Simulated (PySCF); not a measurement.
**I⁺: ionisation energy**

I⁺ [Kr] 4d10 5s2 5p4 (3P) → I²⁺ [Kr] 4d10 5s2 5p3 (4S), as a difference of total energies. Computed with PySCF 2.14 in aug-cc-pVTZ-PP with ECP28MDF (6s5p4d2f, 55 functions), with a scalar-relativistic core potential. Correlated levels: valence: 4s2 4p6 4d10 frozen. The calculations carry no spin-orbit coupling.

```json
{"method": "UHF", "ionisation energy (eV)": "17.661", "error (eV)": "-1.089"}
{"method": "LDA", "ionisation energy (eV)": "19.012", "error (eV)": "+0.262"}
{"method": "PBE", "ionisation energy (eV)": "18.704", "error (eV)": "-0.046"}
{"method": "PBE0", "ionisation energy (eV)": "18.722", "error (eV)": "-0.028"}
{"method": "r2SCAN", "ionisation energy (eV)": "18.733", "error (eV)": "-0.017"}
{"method": "B2PLYP", "ionisation energy (eV)": "18.649", "error (eV)": "-0.101"}
{"method": "BP86", "ionisation energy (eV)": "18.895", "error (eV)": "+0.145"}
{"method": "M06", "ionisation energy (eV)": "18.679", "error (eV)": "-0.071"}
{"method": "wB97X", "ionisation energy (eV)": "18.955", "error (eV)": "+0.205"}
{"method": "MP2 (valence)", "ionisation energy (eV)": "18.282", "error (eV)": "-0.468"}
{"method": "SCS-MP2 (valence)", "ionisation energy (eV)": "18.344", "error (eV)": "-0.406"}
```

Reference: 18.750 eV (measured; NIST levels, between the centres of gravity of the two terms).

Errors of the correlated levels include the incompleteness of this basis and the frozen core.
